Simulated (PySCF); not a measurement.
HOSi, SMILES O=[SiH], multiplicity 2.

The structure is a stationary point at PBE-D3(BJ)/def2-TZVPD. The isomer is the one that the SMILES or the coordinates give; other isomers of the formula were not compared.

The numbers are results of r2SCAN/def2-TZVPD (PySCF), not measurements.

Gas-phase values at a fixed geometry.

- total energy = -365.24916 hartree
- point group = Cs
- α spin, highest occupied and lowest empty level = -6.46 and -3.29 eV
- β spin, highest occupied and lowest empty level = -7.79 and -4.32 eV
- dipole moment = 3.24 D
- quadrupole, principal values (traceless, Buckingham form, about the centre of nuclear charge) = -3.03, 0.12, 2.91 D·Å
- mean static polarisability = 34.4 bohr³ (5.10 Å³)
- polarisability, principal values = 29.0, 34.3, 40.0 bohr³
- ⟨S²⟩ = 0.760 (pure state 0.75)
